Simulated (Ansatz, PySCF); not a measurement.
Species: sum formula BNHF$_{2}$ (charge 0, doublet). It need not be the lowest isomer of its formula. 
Geometry from a B3LYP-D3(BJ)/def2-TZVP (Ansatz, a program for electronic structure) optimisation:
```xyz
5

B     -0.0107    -0.0006    -0.0004
F      0.5232     1.2131     0.0314
F      0.6650    -0.9648    -0.6110
N     -1.2167    -0.2883     0.7089
H     -2.1236    -0.2137     0.2557
```
Charge 0, spin multiplicity 2.

Quantity: atomisation energy (electronic, to ground-state atoms), in kcal/mol. Correlated levels leave the core frozen unless marked. UHF or UKS for open shells. Spin-orbit coupling is left out. No relativistic terms. The coupled-cluster limit lacks core correlation, which all-electron functionals hold. CBS marks a two-point X^-3 extrapolation of the correlation energy; Hartree-Fock from the larger set. The bracket is a focal-point correction in the basis named.

| level | program | atomisation energy (kcal/mol) | minus last row |
|---|---|---|---|
| BP86-D4/def2-TZVPD | PySCF + dftd4 | 511.5 | 20.2 |
| TPSS-D3(BJ)/def2-TZVPD | PySCF + dftd3 | 494.7 | 3.4 |
| r2SCAN-D4/def2-TZVPD | Ansatz + dftd4 | 498.5 | 7.2 |
| PBE0-D3(BJ)/def2-TZVP | Ansatz + dftd3 | 495.1 | 3.8 |
| PBE0/def2-TZVPD | Ansatz | 493.8 | 2.5 |
| r2SCANh-D4/def2-TZVPD | Ansatz + dftd4 | 492.6 | 1.3 |
| HSE06-D4/def2-TZVPD | Ansatz + dftd4 | 495.4 | 4.1 |
| CAM-B3LYP-D3(BJ)/def2-TZVPD | Ansatz + dftd3 | 500.2 | 8.9 |
| LC-wPBE-D4/def2-TZVPD | Ansatz + dftd4 | 498.8 | 7.5 |
| B2PLYP-D4/def2-TZVPD | Ansatz + dftd4 | 491.9 | 0.6 |
| B2PLYP/def2-TZVPD | Ansatz | 490.9 | -0.4 |
| RI-MP2/CBS(aug-cc-pVTZ,aug-cc-pVQZ) | Ansatz | 511.2 | 19.9 |
| CCSD(T)/cc-pVDZ | Ansatz | 442.4 | -48.9 |
| CCSD(T)/cc-pVTZ | Ansatz | 476.8 | -14.5 |
| RI-MP2/CBS(aug-cc-pVTZ,aug-cc-pVQZ)+[CCSD(T)-MP2]/aug-cc-pVTZ | Ansatz | 491.3 | 0.0 |
